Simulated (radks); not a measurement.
In2+, configuration [Kr] 4d10 5s1.

Calculated with a radial shooting solver on a logarithmic mesh with Libxc functionals: non-relativistic Kohn-Sham, exchange-only B88, spin-polarised, spherical densities, point nucleus; open shells are filled with parallel spins first (spin-orbit coupling, left out, can overturn this in heavy ions); relativity is left out, which matters for an element this heavy.

Energy parts (hartree):
total: -5739.38071
kinetic: 5739.38071
electron-nucleus: -13628.24425
Hartree: 2302.85258
exchange: -153.36976

Orbitals (lengths in bohr, moments of r in powers of bohr; r(90%) holds 90 % of the orbital's charge):
orbital,occ.,eigenvalue (hartree),r(90%)
1s up,1,-985.5465,0.0552
1s down,1,-985.5454,0.0552
2s up,1,-144.8347,0.207
2s down,1,-144.8345,0.207
2p up,3,-135.3140,0.186
2p down,3,-135.3136,0.186
3s up,1,-27.86036,0.531
3s down,1,-27.85938,0.531
3p up,3,-23.96227,0.530
3p down,3,-23.96131,0.530
3d up,5,-16.73536,0.511
3d down,5,-16.73468,0.511
4s up,1,-4.67329,1.27
4s down,1,-4.67153,1.27
4p up,3,-3.40162,1.38
4p down,3,-3.39886,1.38
4d up,5,-1.33058,1.83
4d down,5,-1.32031,1.80
5s up,1,-0.82954,3.55
5s down,0,-0.77261,3.56

The highest occupied level is 5s up at -22.573 eV. The density falls to 0.001 e/bohr^3 at r = 3.63 bohr.
